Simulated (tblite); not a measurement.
Species: C4F4NO (doublet state).
Cartesian coordinates in Å at the GFN2-xTB level; atoms count from 1:
```
atom  x, y, z in Å
N1    -1.554    1.894   -0.822
C2    -1.547    0.857   -0.341
C3    -1.509   -0.443    0.246
F4    -2.688   -1.081    0.272
C5    -0.443   -0.951    0.836
O6     0.845   -0.694    0.947
C7     1.537   -0.062   -0.038
F8     1.144   -0.422   -1.257
F9     1.407    1.261    0.045
F10    2.817   -0.354    0.090
```

Computed geometry: GFN2-xTB, gas phase. This method treats the open shell by occupation alone, without spin polarisation.

Take the most abundant isotopes and a rigid rotor. The values belong to one conformer with, in the numbering `[N:1]#[C:2]/[C:3]([F:4])=[C:5]\[O:6][C:7]([F:8])([F:9])[F:10]`, C3–C5–O6–C7 -30°.

(1) What are A, B and C (cm⁻¹)?

(2) Classify the top.

(3) Is it planar, by Δ = Ic − Ia − Ib?

(4) Give the other two planar moments, Paa and Pbb, and the rms extents of the mass along the axes.

(5) List the rotational levels J(Ka,Kc) to J = 2 (MHz).

Results:

(1) Ia = 203.59, Ib = 526.99, Ic = 637.22 u·Å²; 505379 MHz·u·Å²/I gives 2482, 959.0 and 793.1 MHz, that is A = 0.08280, B = 0.03199, C = 0.02645 cm⁻¹.

(2) An asymmetric top. Ray's parameter κ = (2B − A − C)/(A − C) = -0.804; −1 is the prolate and +1 the oblate limit.

(3) Not planar: Δ = Ic − Ia − Ib = -93.35 u·Å². For a rigid frame Δ = −2 Σ m c², so Σ m c² = 46.68 u·Å² lies off the ab plane. The atom farthest from that plane is 1.28 Å away.

(4) Paa = Σ m a² = (Ib + Ic − Ia)/2 = 480.31 and Pbb = Σ m b² = (Ia + Ic − Ib)/2 = 156.92 u·Å². With the mass M = 153.99 u, the rms extents √(P/M) along a, b and c are 1.77, 1.01, 0.55 Å.

(5) Above 0(0,0):
J = 1: 1(0,1) 1752, 1(1,1) 3275, 1(1,0) 3441
J = 2: 2(0,2) 5243, 2(1,2) 6614, 2(1,1) 7111, 2(2,1) 11681, 2(2,0) 11694
The levels of one J sum to (2J + 1)J(J + 1)(A + B + C)/3.

For this open shell read J as N, the rotation without spin; fine and hyperfine splittings come on top. Its GFN2-xTB frequencies are all real (lowest 38 cm⁻¹). Zero-point vibration and centrifugal distortion are left out.

Time: 0.58 s wall. Hardware: an Arm Neoverse V1 with one thread (shared host). These figures are those of the optimisation.
